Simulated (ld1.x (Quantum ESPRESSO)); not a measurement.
Before and after: TM semilocal potential for Xe

- Element: xenon
- Generator: ld1.x (Quantum ESPRESSO) 7.5
- Type: norm-conserving Troullier–Martins (semilocal form)
- Functional: PBE
- Relativity: scalar-relativistic
- Frozen core: [Kr]
- Valence charge: 18
- Reference configuration: 4d10 5s2 5p6
- Partial waves: 5s (bound): rc 1.30 bohr; 4d (bound): rc 1.15 bohr; 5p (bound): rc 2.05 bohr
- Local potential: the p channel
- Core correction: none

All-electron outer shells of the reference configuration (PBE, scalar-relativistic, ld1.x):

```
shell  level (eV)  outermost node (bohr)  outermost maximum (bohr)
   4s     -197.46                   0.36                      0.66
   4p     -141.27                   0.36                      0.69
   4d      -59.38                   0.34                      0.75
   5s      -19.74                   0.85                      1.63
   5p       -8.23                   0.92                      1.91
```

Change: wave 5s (bound): rc 1.30 bohr becomes 5s (bound): rc 1.74 bohr.

Cutoffs: the cutoffs (Ry, on a coarse ladder) from which the occupation-weighted sum of valence levels, in a spherical-Bessel basis at the reference potential, stays within 10 and 1 mRy of its value at 400 Ry; they do not see the model core or the augmentation charge, which bear on the density cutoff. Errors are all-electron minus pseudo energies relative to the spin-unpolarised reference configuration.

Predict the effect on cutoff, ghosts and configuration errors.

The potential gets neither clearly harder nor softer (140 Ry and 230 Ry → 140 Ry and 200 Ry); the d channel sets the loose cutoff, while the largest relative change is in s, which becomes softer; of the 7 tests that both files solve, the error grows in 3 and shrinks in 3 by more than 15 % and 0.3 meV (median size 5.7 → 3.4 meV); the range in which the s phases agree widens (upper end 0.9 → 3.1); neither file shows a bound ghost. A semilocal file is local in each channel, so a ghost entry of none says nothing of the separable form that plane-wave codes build from it.

| quantity | base | changed |
| --- | --- | --- |
| cutoff, loose | 140 Ry | 140 Ry |
| cutoff, tight | 230 Ry | 200 Ry |
| loose cutoff by channel (10 mRy a level) | s 50 Ry, d 110 Ry, p 15 Ry | s 30 Ry, d 110 Ry, p 15 Ry |
| bound ghosts | none | none |
| error for 4d10 5s2 5p5, meV [ΔE 12.54 eV] | -0.9 | -1.3 |
| error for 4d10 5s2 5p4, meV [ΔE 34.29 eV] | +5.7 | +3.4 |
| error for 4d10 5s2 5p3, meV [ΔE 66.01 eV] | +27 | +18 |
| error for 4d10 5s2 5p2, meV [ΔE 108.33 eV] | +73 | +49 |
| error for 4d9 5s2 5p6, meV [ΔE 67.71 eV] | -75 | -281 |
| error for 4d10 5s2 5p5.5, meV [ΔE 5.17 eV] | -1.0 | -1.1 |
| error for 4d10 5s1 5p6, meV [ΔE 24.68 eV] | -0.9 | +3.1 |
| s: phases at 2.24 bohr within 0.05 rad from the reference energy up to (Ry; the scan ends near 5) | 0.9 | 3.1 |
| p: phases at 2.24 bohr within 0.05 rad from the reference energy up to (Ry; the scan ends near 5) | 4.2 | 4.2 |
| d: phases at 2.24 bohr within 0.05 rad from the reference energy up to (Ry; the scan ends near 5) | to the end of the scan | to the end of the scan |
